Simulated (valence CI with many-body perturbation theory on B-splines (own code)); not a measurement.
The numbers below are computed, except where a source is named.
# Hyperfine factors and g values of Cd25+

Method: configuration interaction combined with many-body perturbation theory (CI+MBPT): five valence electrons over a frozen Dirac-Fock core [Ar], a basis of 7 s, 7 p, 8 d, 6 f, 4 g, 1 h functions for each j, with the one-electron correlation potential Σ1 (screened to all orders), the two-electron term Σ2, the three-electron term Σ3, Breit, model QED; selected single and double excitations, second order for the rest, scaled by the run's own slope (own B-spline code, finite nucleus).

No measured spectrum was set against this ion. As an estimate, terms of the open shell hold to 2 to 4 % of their energy, and close levels can change places. Only levels of the ground parity were solved; by the run's estimate the other parity begins above the list, which can be wrong where configurations are misplaced.

A/g_I is the dipole constant over the nuclear g factor μ/I (μ in nuclear magnetons, uniformly magnetised nucleus), B/Q the quadrupole constant per barn. Both hold the static response of the core; the bare values leave it out. Large factors of s and p1/2 electrons are usually good to 5 to 10 %; those of open d and f shells near neutrality can be off by tens of per cent, and small factors of p3/2, d and f electrons come from cancelling terms and can be off by a factor of two or in sign, in half-filled shells by more. B is blank for J = 1/2, where it vanishes, and for nearly pure S terms. Energies count from the lowest level.

Names give the largest LS component (configuration and term), which can be under half, so a name can repeat, a term be missing and a line seem to break the LS rules; names also repeat where a configuration has a term twice. Letters in brackets count levels of one name in rising energy.

```tsv
Level	E (eV)	g	A/g_I (MHz)	A/g_I bare	B/Q (MHz/b)	B/Q bare
3d⁵ ⁶S_5/2	0.000	1.905	263	1100	1120	1130
3d⁵ ⁴G_5/2 [a]	10.601	1.064	7920	8030	11500	11700
3d⁵ ⁴G_7/2	14.610	1.092	9050	9180	9780	10000
3d⁵ ⁴P_3/2	15.098	1.373	8730	9090	9520	9740
3d⁵ ⁴G_11/2	15.190	1.209	9860	10100	-22.6	-28.8
3d⁵ ⁴G_5/2 [b]	15.980	1.066	8180	8290	4270	4370
3d⁵ ⁴G_9/2	16.223	1.164	9140	9330	8080	8260
3d⁵ ⁴P_1/2	17.355	1.907	-3730	-2870		
3d⁵ ⁴D_7/2	19.953	1.283	7040	7340	2090	2130
3d⁵ ⁴D_5/2	20.881	1.259	8350	8620	-460	-471
3d⁵ ²I_11/2	22.654	1.006	11000	11100	1090	1120
3d⁵ ⁴D_1/2	23.044	0.689	20700	20400		
3d⁵ ²F_7/2 [a]	23.417	1.125	10700	10900	-12000	-12300
3d⁵ ⁴D_3/2	23.506	1.259	11800	12100	-6350	-6500
3d⁵ ²G_9/2 [a]	24.718	1.154	9090	9270	-976	-1010
3d⁵ ⁴F_3/2	24.803	0.773	14300	14100	97.8	104
3d⁵ ²I_13/2	24.825	1.073	11100	11200	-31.7	-28.3
3d⁵ ²F_5/2 [a]	26.264	1.041	10100	10100	172	186
3d⁵ ²H_9/2	29.105	1.097	10200	10400	1560	1600
3d⁵ ⁴F_5/2	29.315	1.099	9550	9680	-7870	-8040
3d⁵ ²G_7/2 [a]	30.322	1.006	13000	13000	-32.8	-39.4
3d⁵ ²D_3/2 [a]	31.971	0.693	17100	16900	-995	-1010
3d⁵ ²F_5/2 [b]	31.996	1.027	8650	8720	1560	1590
3d⁵ ²F_7/2 [b]	32.603	1.093	10800	10900	-1310	-1340
3d⁵ ⁴F_7/2	34.735	1.166	9310	9500	-11300	-11600
3d⁵ ²S_1/2	34.866	1.939	-2300	-1430		
3d⁵ ²H_11/2	35.062	1.061	10900	11000	-1130	-1140
3d⁵ ²G_9/2 [b]	35.496	1.095	10100	10200	3160	3230
3d⁵ ²D_5/2 [a]	38.995	1.082	9990	10100	3810	3910
3d⁵ ²D_3/2 [b]	39.009	0.826	12700	12600	-7850	-8030
3d⁵ ²D_5/2 [b]	42.665	1.118	8620	8770	-6130	-6260
3d⁵ ²G_9/2 [c]	43.346	1.108	9880	10000	-11800	-12100
3d⁵ ²G_7/2 [b]	45.096	0.923	12900	12900	12700	13000
3d⁵ ²P_3/2	49.365	1.231	9470	9710	-10100	-10300
3d⁵ ²P_1/2	52.585	0.787	653	556		
3d⁵ ²D_5/2 [c]	56.368	1.192	7780	7990	-7970	-8150
3d⁵ ²D_3/2 [c]	58.346	0.885	17200	17200	15700	16000
```

**Question.** Take the isotope of mass number 113, with I = 1/2, μ = -0.6213 μN. What is the hyperfine structure of 3d⁵ ⁴G_5/2 [b]?

**Answer.** From the table A = -10200 MHz. Shifts from the centre of gravity in MHz: F = 2: 17800, F = 3: -12800.
